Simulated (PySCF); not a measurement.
H4Pb, SMILES [PbH4]. Atoms are numbered in the order given.

```xyz
5

Pb     0.0000     0.0000     0.0000
H     -1.0103     1.0103    -1.0103
H      1.0103     1.0103     1.0103
H      1.0103    -1.0103    -1.0103
H     -1.0103    -1.0103     1.0103
```

Coordinates come from a PBE0-D3(BJ)/def2-TZVPD optimisation. The def2 effective core potentials stand for the cores of Pb; spin–orbit coupling is left out.

Computed with PySCF with r2SCAN/def2-TZVPD.

Isolated molecule, no solvent.

The total energy comes out as -195.28277 hartree and the point group comes out as Td. The highest occupied level is -8.04 eV and the lowest empty level is -1.16 eV. The orbital gap is 6.88 eV and the dipole moment is 0.00 D. The quadrupole, principal values (traceless, Buckingham form, about the centre of nuclear charge) is 0.00, 0.00, 0.00 D·Å and the mean static polarisability is 50.7 bohr³ (7.51 Å³). The polarisability, principal values is 50.7, 50.7, 50.7 bohr³.
